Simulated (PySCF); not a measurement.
Match the calculated data to a structure.

All candidates are C7H11FSi.

* NMR, other nuclei: isotropic shieldings of nuclei other than C and H, by class: 257 (1 F), 390 (1 Si) ppm [GIAO PBE0/pcSseg-1]
* Dipole: 1.88 D [PBE0/pcSseg-1]
* 13C NMR: chemical shifts (computed TMS as zero) by class: 174.8 (1 C), 93.7 (1 C), 82.2 (1 C), 82.0 (1 C), 18.4 (1 C), 4.8 (1 C), 0.2 (1 C) ppm [GIAO PBE0/pcSseg-1]
* 1H NMR: chemical shifts (computed TMS as zero) by class: 4.73 (1 H), 4.60 (1 H), 4.22 (2 H), 2.06 (2 H), 2.00 (3 H), 1.89 (2 H) ppm [GIAO PBE0/pcSseg-1]
* Rotational structure: rotational constants A, B, C: 1.931, 0.754, 0.620 GHz [GFN2-xTB]

Gas-phase values; electronic properties from PySCF, density fitting. Levels stand in brackets. The structure is a single GFN2-xTB conformer in the gas phase; no vibrational or solvent corrections. NMR classes are plain means over equivalent atoms (diastereotopic ones count apart unless rotation or inversion swaps them), as if these changed places fast.

Problem. Which candidate is it?
A. `CC/C(F)=C1\C=C[SiH2]C1`
B. `C#CC[C@@H](C)[Si@@H]1C[C@@H]1F`
C. `C=C(F)C[SiH2]CC#CC`

Solution. C. It is `C=C(F)C[SiH2]CC#CC`. Numbering: `[CH2:1]=[C:2]([F:3])[CH2:4][SiH2:5][CH2:6][C:7]#[C:8][CH3:9]`. Its formula, C7H11FSi, gives 3 degrees of unsaturation: 0 rings and 3 π bonds in the structure found. 7 carbons fall into 7 classes; from least to most shielded: vinylic C–F carbon [C2] (174.8 ppm), terminal =CH2 carbon [C1] (93.7 ppm), alkyne carbon [C8] (82.2 ppm), alkyne carbon [C7] (82.0 ppm), sp3 carbon bound to silicon [C4] (18.4 ppm), propargylic carbon [C9] (4.8 ppm), sp3 carbon bound to silicon [C6] (0.2 ppm). Hydrogen classes from least to most shielded: 1 H on a terminal =CH2 carbon, C1 (4.73 ppm), 1 H on a terminal =CH2 carbon, C1 (4.60 ppm), 2 H on an SiH2 silicon, Si5 (4.22 ppm), 2 H on an sp3 carbon bound to silicon, C4 (2.06 ppm, a mean of values up to 0.6 ppm apart in this geometry), 3 H on a propargylic carbon, C9 (2.00 ppm), 2 H on an sp3 carbon bound to silicon, C6 (1.89 ppm). The other shieldings belong to: 257 ppm, vinyl fluorine [F3]; 390 ppm, SiH2 silicon [Si5]. The optimised geometry has point group C1 and is an asymmetric top.

The others, at the same levels:
- `CC/C(F)=C1\C=C[SiH2]C1` fails: its computed 13C shifts are 175.5 (1 C), 155.8 (1 C), 133.5 (1 C), 129.9 (1 C), 28.9 (1 C), 16.8 (1 C), 7.0 (1 C) ppm, 1H shifts are 7.33 (1 H), 6.14 (1 H), 4.78 (2 H), 2.57 (2 H), 1.80 (2 H), 1.23 (3 H) ppm and rotational constant A is 2.729 GHz (against 1.931 GHz).
- `C#CC[C@@H](C)[Si@@H]1C[C@@H]1F` fails: its computed 13C shifts are 88.5 (1 C), 79.2 (1 C), 78.7 (1 C), 27.1 (1 C), 21.6 (1 C), 18.9 (1 C), 7.8 (1 C) ppm, 1H shifts are 5.27 (1 H), 3.30 (1 H), 2.92 (1 H), 2.36 (1 H), 1.57 (1 H), 1.53 (3 H), 1.26 (1 H), 0.96 (1 H), 0.94 (1 H) ppm and rotational constant A is 2.034 GHz (against 1.931 GHz).

Each candidate is one conformer, not necessarily the lowest. The conformers computed, where there is a choice (atom-mapped SMILES and torsion angles):
- `[CH2:1]=[C:2]([F:3])[CH2:4][SiH2:5][CH2:6][C:7]#[C:8][CH3:9]`: C1–C2–C4–Si5 97°, C2–C4–Si5–C6 -59°, C4–Si5–C6–C7 -54°
- `[CH3:1][CH2:2]/[C:3]([F:4])=[C:5]1\[CH:6]=[CH:7][SiH2:8][CH2:9]1`: C1–C2–C3–F4 91°
- `[CH:1]#[C:2][CH2:3][C@@H:4]([CH3:5])[Si@@H:6]1[CH2:7][C@@H:8]1[F:9]`: C2–C3–C4–C5 -66°, C3–C4–Si6–C7 126°
